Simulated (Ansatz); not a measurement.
Relaxation of Cl2H4Si2 (8 atoms, charge 0, multiplicity 1), to a largest force component of 0.02 eV/Å in at most 40 steps.

All numbers below come from Ansatz, RKS PBE-D4/STO-3G.

```xyz
8
Properties=species:S:1:pos:R:3
Si 0.000 0.000 0.000
H 0.000 0.000 1.460
Cl 2.009 0.000 -0.709
Si -1.046 1.812 -0.739
H -2.430 1.478 -1.061
H -1.022 2.844 0.293
H -0.374 2.307 -1.937
Cl -1.003 -1.738 -0.709
```

Question: Where does it end, and by what steps?

Answer: The run converged. Limits of this set-up: minimal basis. After 3 steps the energy has fallen by 0.082 eV; H2 moved furthest, 0.14 Å.

```json
{"step": "0", "energy less start (eV)": "0.0000", "largest force component (eV/Å)": "0.892", "accepted": "yes"}
{"step": "1", "energy less start (eV)": "-0.0605", "largest force component (eV/Å)": "0.436", "accepted": "yes"}
{"step": "2", "energy less start (eV)": "-0.0817", "largest force component (eV/Å)": "0.102", "accepted": "yes"}
{"step": "3", "energy less start (eV)": "-0.0821", "largest force component (eV/Å)": "0.013", "accepted": "yes"}
```

```xyz
8
Properties=species:S:1:pos:R:3
Si -0.006 0.008 0.006
H 0.062 -0.120 1.463
Cl 2.006 -0.038 -0.657
Si -1.073 1.861 -0.771
H -2.455 1.522 -1.073
H -1.034 2.880 0.267
H -0.405 2.348 -1.967
Cl -0.961 -1.758 -0.670
```

Run time: 4.3 s on 1 thread of Intel(R) Xeon(R) 6975P-C (Granite Rapids) (shared host), peak memory 0.13 GiB.
